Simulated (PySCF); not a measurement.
PySCF input file for CH5BO2, SMILES COBO, PBE0-D3(BJ)/def2-SVP. 

```python
import numpy as np
from pyscf import gto, scf, dft
from pyscf.geomopt import geometric_solver

mol = gto.M(
    atom='''
    B    -0.49963309   -0.03779772    0.81714198
    H    -1.28555384   -0.43165531    1.60028190
    O     0.30035633    1.03897901    1.04251564
    H     0.18942542    1.47065146    1.88611075
    O    -0.43639871   -0.72342170   -0.32906544
    C     0.44640469   -0.39885449   -1.38269717
    H     1.11275275   -1.24760968   -1.55084360
    H    -0.14342711   -0.22230621   -2.28453751
    H     1.03487912    0.48857673   -1.14814002
    ''',
    basis='def2-SVP',
    charge=0,
    spin=0,
    max_memory=1600,
    verbose=3,
)
mf = dft.RKS(mol, xc='pbe0').density_fit(auxbasis='def2-universal-jkfit')
mf.disp = 'd3bj'
mf.grids.level = 3
mf.conv_tol = 1e-9
mf.max_cycle = 100
mf.kernel()
grad = mf.nuc_grad_method()
grad.grid_response = mol.nao <= 150
conv, mol_eq = geometric_solver.kernel(grad, convergence_set='GAU_TIGHT', maxsteps=100)
print(mol_eq.tostring(format='xyz'))
mf.reset(mol_eq)
mf.kernel()
```

It prints:

```
converged SCF energy = -216.093874193381
[banner and settings of the optimiser left out]
Geometry optimization cycle 1
Cartesian coordinates (Angstrom)
 Atom        New coordinates             dX        dY        dZ
   B  -0.499633  -0.037798   0.817142    0.000000  0.000000  0.000000
   H  -1.285554  -0.431655   1.600282    0.000000  0.000000  0.000000
   O   0.300356   1.038979   1.042516    0.000000  0.000000  0.000000
   H   0.189425   1.470651   1.886111    0.000000  0.000000  0.000000
   O  -0.436399  -0.723422  -0.329065    0.000000  0.000000  0.000000
   C   0.446405  -0.398854  -1.382697    0.000000  0.000000  0.000000
   H   1.112753  -1.247610  -1.550844    0.000000  0.000000  0.000000
   H  -0.143427  -0.222306  -2.284538    0.000000  0.000000  0.000000
   H   1.034879   0.488577  -1.148140    0.000000  0.000000  0.000000

WARN: Mole.unit (angstrom) is changed to Bohr

converged SCF energy = -216.09387419337
--------------- DFRKS_Scanner gradients ---------------
         x                y                z
0 B    -0.0067694182    -0.0080317720    -0.0004801978
1 H     0.0108508897     0.0037704760    -0.0132228090
2 O    -0.0044301150     0.0008621454     0.0090938254
3 H     0.0031592458     0.0000795370    -0.0053769253
4 O    -0.0033368741     0.0035090012     0.0111329015
5 C     0.0073211091     0.0022226789    -0.0093264370
6 H    -0.0040482128     0.0037343467     0.0024715445
7 H     0.0015613902    -0.0008715961     0.0057426021
8 H    -0.0043080146    -0.0052748171    -0.0000345044
----------------------------------------------
cycle 1: E = -216.093874193  dE = -216.094  norm(grad) = 0.0311648
Step    0 : Gradient = 1.039e-02/1.752e-02 (rms/max) Energy = -216.0938741934
Hessian Eigenvalues: 2.30000e-02 2.30000e-02 2.30000e-02 ... 5.29011e-01 5.67629e-01 5.78569e-01

Geometry optimization cycle 2
Cartesian coordinates (Angstrom)
 Atom        New coordinates             dX        dY        dZ
[...]
   H   0.358723   1.241483   1.997287    0.000105 -0.002834  0.001612
   O  -0.494910  -0.674945  -0.372335   -0.002647  0.002886 -0.002071
   C   0.361424  -0.307630  -1.425612    0.002058 -0.000419  0.000562
   H   0.952559  -1.183393  -1.736235    0.000241 -0.002479  0.002875
   H  -0.241481   0.020276  -2.286906    0.005907  0.001154 -0.001533
   H   1.047546   0.503699  -1.139769    0.003791 -0.002545  0.002441
converged SCF energy = -216.095136193641
--------------- DFRKS_Scanner gradients ---------------
         x                y                z
0 B     0.0000737995     0.0000721549    -0.0000052188
1 H     0.0000019360    -0.0000010499     0.0000020330
2 O    -0.0000598874    -0.0000478549     0.0000293735
3 H     0.0000142780     0.0000085255    -0.0000158223
4 O    -0.0000634758    -0.0000611754    -0.0000022011
5 C     0.0000277148     0.0000268538     0.0000028479
6 H     0.0000021247     0.0000051181    -0.0000010338
7 H     0.0000060386     0.0000024555     0.0000026376
8 H    -0.0000025283    -0.0000050276    -0.0000126160
----------------------------------------------
cycle 48: E = -216.095136194  dE = -3.24827e-08  norm(grad) = 0.000165834
Step   47 : Displace = 9.852e-04/1.481e-03 (rms/max) Trust = 3.000e-01 (=) Grad = 5.528e-05/1.033e-04 (rms/max) E (change) = -216.0951361936 (-3.248e-08) Quality = 1.748
Hessian Eigenvalues: 3.13276e-05 2.11420e-04 2.88065e-04 ... 5.71378e-01 7.46342e-01 7.72299e-01

Geometry optimization cycle 49
Cartesian coordinates (Angstrom)
 Atom        New coordinates             dX        dY        dZ
   B  -0.466474  -0.080802   0.836247   -0.009487  0.006600 -0.004662
   H  -1.264434  -0.466935   1.661716   -0.022351  0.017190 -0.011947
   O   0.436866   0.901639   1.104028    0.002852 -0.006958  0.004265
   H   0.358648   1.234633   2.001262   -0.000075 -0.006851  0.003974
   O  -0.502691  -0.666177  -0.378113   -0.007780  0.008768 -0.005778
   C   0.367805  -0.310095  -1.423625    0.006382 -0.002466  0.001986
   H   0.952240  -1.192781  -1.727307   -0.000320 -0.009389  0.008927
   H  -0.223243   0.023042  -2.291088    0.018238  0.002765 -0.004182
   H   1.060088   0.494039  -1.132353    0.012542 -0.009660  0.007416
converged SCF energy = -216.095136277013
--------------- DFRKS_Scanner gradients ---------------
         x                y                z
0 B     0.0000679236     0.0000768226     0.0000197003
1 H     0.0000006381    -0.0000013257     0.0000007203
2 O    -0.0000557424    -0.0000440477     0.0000264218
3 H     0.0000128988     0.0000051817    -0.0000179226
4 O    -0.0000642345    -0.0000655367    -0.0000098575
5 C     0.0000376116     0.0000283308    -0.0000148280
6 H     0.0000005153     0.0000031327     0.0000005494
7 H     0.0000035077     0.0000020754     0.0000034158
8 H    -0.0000031182    -0.0000046332    -0.0000081995
----------------------------------------------
cycle 49: E = -216.095136277  dE = -8.33728e-08  norm(grad) = 0.000168103
Step   48 : Displace = 2.325e-03/3.498e-03 (rms/max) Trust = 3.000e-01 (=) Grad = 5.603e-05/1.044e-04 (rms/max) E (change) = -216.0951362770 (-8.337e-08) Quality = 1.335
Hessian Eigenvalues: 2.79128e-05 2.08323e-04 2.70779e-04 ... 5.50846e-01 7.43483e-01 7.55084e-01

Geometry optimization cycle 50
Cartesian coordinates (Angstrom)
 Atom        New coordinates             dX        dY        dZ
   B  -0.472410  -0.076964   0.833226   -0.005937  0.003838 -0.003020
   H  -1.277366  -0.457787   1.654353   -0.012932  0.009148 -0.007364
   O   0.435443   0.900080   1.105689   -0.001422 -0.001559  0.001661
   H   0.354068   1.233913   2.002341   -0.004580 -0.000720  0.001079
   O  -0.505323  -0.662608  -0.381061   -0.002632  0.003569 -0.002948
   C   0.373075  -0.312478  -1.421903    0.005269 -0.002382  0.001722
   H   0.954826  -1.198529  -1.720922    0.002587 -0.005748  0.006385
   H  -0.211211   0.022370  -2.293274    0.012033 -0.000671 -0.002186
   H   1.067703   0.488564  -1.127681    0.007615 -0.005475  0.004671
converged SCF energy = -216.095136319817
--------------- DFRKS_Scanner gradients ---------------
         x                y                z
0 B     0.0000297279     0.0000354938     0.0000083560
1 H     0.0000018275     0.0000011995     0.0000017537
2 O    -0.0000263759    -0.0000197542     0.0000161869
3 H     0.0000065478     0.0000024302    -0.0000087699
4 O    -0.0000313142    -0.0000344487    -0.0000073008
5 C     0.0000208701     0.0000165428    -0.0000117751
6 H    -0.0000009967     0.0000016336     0.0000010142
7 H     0.0000022518     0.0000001468     0.0000044737
8 H    -0.0000025384    -0.0000032437    -0.0000039387
----------------------------------------------
cycle 50: E = -216.09513632  dE = -4.28035e-08  norm(grad) = 8.26171e-05
Step   49 : Displace = 7.244e-04/1.085e-03 (rms/max) Trust = 3.000e-01 (=) Grad = 2.754e-05/4.712e-05 (rms/max) E (change) = -216.0951363198 (-4.280e-08) Quality = 1.460
Hessian Eigenvalues: 2.54243e-05 1.80494e-04 2.51961e-04 ... 5.39064e-01 7.08255e-01 7.55285e-01

Geometry optimization cycle 51
Cartesian coordinates (Angstrom)
 Atom        New coordinates             dX        dY        dZ
   B  -0.476501  -0.073968   0.831144   -0.004091  0.002996 -0.002082
   H  -1.285844  -0.451338   1.649545   -0.008478  0.006449 -0.004808
   O   0.433118   0.900858   1.105877   -0.002325  0.000778  0.000188
   H   0.349074   1.236059   2.001786   -0.004994  0.002146 -0.000555
   O  -0.506221  -0.661130  -0.382451   -0.000898  0.001478 -0.001389
   C   0.377231  -0.315116  -1.420327    0.004157 -0.002639  0.001576
   H   0.957188  -1.203428  -1.716116    0.002362 -0.004899  0.004806
   H  -0.202618   0.020644  -2.294316    0.008592 -0.001726 -0.001042
   H   1.073378   0.483981  -1.124376    0.005675 -0.004583  0.003306
converged SCF energy = -216.095136335432
--------------- DFRKS_Scanner gradients ---------------
         x                y                z
0 B    -0.0000031565    -0.0000026411    -0.0000004945
1 H    -0.0000001910     0.0000000375    -0.0000003696
2 O     0.0000033621     0.0000016674    -0.0000021891
3 H    -0.0000003599     0.0000005538     0.0000023109
4 O    -0.0000015117    -0.0000020055     0.0000027643
5 C     0.0000021170     0.0000020022    -0.0000036665
6 H    -0.0000006543     0.0000005382     0.0000001907
7 H     0.0000004765     0.0000001404     0.0000012039
8 H    -0.0000000823    -0.0000002928     0.0000002498
----------------------------------------------
cycle 51: E = -216.095136335  dE = -1.56149e-08  norm(grad) = 8.97202e-06
Step   50 : Displace = 2.449e-04/3.739e-04 (rms/max) Trust = 3.000e-01 (=) Grad = 2.991e-06/4.683e-06 (rms/max) E (change) = -216.0951363354 (-1.561e-08) Quality = 1.172
Hessian Eigenvalues: 2.46520e-05 1.51417e-04 2.44379e-04 ... 5.43926e-01 7.18500e-01 7.56684e-01

Geometry optimization cycle 52
Cartesian coordinates (Angstrom)
 Atom        New coordinates             dX        dY        dZ
   B  -0.477475  -0.073201   0.830641   -0.000974  0.000767 -0.000504
   H  -1.287678  -0.449890   1.648504   -0.001835  0.001447 -0.001041
   O   0.432034   0.901660   1.105630   -0.001084  0.000802 -0.000247
   H   0.347170   1.237426   2.001249   -0.001903  0.001367 -0.000537
   O  -0.506095  -0.661159  -0.382590    0.000126 -0.000029 -0.000139
   C   0.378426  -0.316026  -1.419834    0.001195 -0.000910  0.000493
   H   0.958099  -1.204790  -1.714818    0.000911 -0.001362  0.001298
   H  -0.200470   0.019779  -2.294443    0.002148 -0.000865 -0.000126
   H   1.074795   0.482765  -1.123573    0.001417 -0.001217  0.000803
converged SCF energy = -216.095136336457
--------------- DFRKS_Scanner gradients ---------------
         x                y                z
0 B    -0.0000021229    -0.0000028939    -0.0000038879
1 H    -0.0000003676     0.0000003357     0.0000008358
2 O     0.0000020090     0.0000022245     0.0000014743
3 H    -0.0000009207    -0.0000016772    -0.0000015114
4 O     0.0000039750     0.0000026223     0.0000019622
5 C    -0.0000027081    -0.0000009447     0.0000007805
6 H    -0.0000001799    -0.0000002472    -0.0000003014
7 H    -0.0000000397     0.0000003815    -0.0000000969
8 H     0.0000003550     0.0000001990     0.0000007448
----------------------------------------------
cycle 52: E = -216.095136336  dE = -1.02517e-09  norm(grad) = 9.08139e-06
Step   51 : Displace = 2.664e-04/4.007e-04 (rms/max) Trust = 3.000e-01 (=) Grad = 3.027e-06/5.291e-06 (rms/max) E (change) = -216.0951363365 (-1.025e-09) Quality = 1.102
Hessian Eigenvalues: 2.79026e-05 1.10490e-04 2.81419e-04 ... 5.42481e-01 7.18585e-01 7.64237e-01

Geometry optimization cycle 53
Cartesian coordinates (Angstrom)
 Atom        New coordinates             dX        dY        dZ
   B  -0.477466  -0.073362   0.830640    0.000010 -0.000161 -0.000001
   H  -1.287489  -0.450375   1.648530    0.000189 -0.000485  0.000026
   O   0.431546   0.901991   1.105525   -0.000488  0.000332 -0.000105
   H   0.346520   1.237823   2.001105   -0.000650  0.000397 -0.000143
   O  -0.505771  -0.661476  -0.382525    0.000324 -0.000317  0.000065
   C   0.378605  -0.316028  -1.419789    0.000179 -0.000002  0.000045
   H   0.958670  -1.204559  -1.714703    0.000571  0.000231  0.000115
   H  -0.200431   0.019457  -2.294429    0.000040 -0.000322  0.000014
   H   1.074622   0.483091  -1.123588   -0.000173  0.000327 -0.000015
converged SCF energy = -216.09513633683
--------------- DFRKS_Scanner gradients ---------------
         x                y                z
0 B    -0.0000057713    -0.0000069304    -0.0000047471
1 H     0.0000003746     0.0000003320    -0.0000000274
2 O     0.0000042385     0.0000033912    -0.0000018822
3 H    -0.0000003870     0.0000006804     0.0000031823
4 O     0.0000034499     0.0000026503     0.0000021052
5 C    -0.0000024621    -0.0000007110     0.0000018397
6 H    -0.0000002852     0.0000002660    -0.0000003207
7 H     0.0000003350     0.0000003251     0.0000000341
8 H     0.0000005075    -0.0000000036    -0.0000001840
----------------------------------------------
cycle 53: E = -216.095136337  dE = -3.73461e-10  norm(grad) = 1.34888e-05
Step   52 : Displace = 3.884e-05/5.854e-05 (rms/max) Trust = 3.000e-01 (=) Grad = 4.496e-06/1.019e-05 (rms/max) E (change) = -216.0951363368 (-3.735e-10) Quality = 1.922
Hessian Eigenvalues: 2.79026e-05 1.10490e-04 2.81419e-04 ... 5.42481e-01 7.18585e-01 7.64237e-01
Converged! =D

9
XYZ from PySCF
B          -0.47746550       -0.07336171        0.83063997
H          -1.28748944       -0.45037547        1.64852962
O           0.43154562        0.90199114        1.10552488
H           0.34651993        1.23782311        2.00110527
O          -0.50577125       -0.66147625       -0.38252491
C           0.37860483       -0.31602801       -1.41978948
H           0.95867012       -1.20455913       -1.71470267
H          -0.20043073        0.01945693       -2.29442866
H           1.07462199        0.48309148       -1.12358750
converged SCF energy = -216.095136336572
```

The calculation finished and met its thresholds.
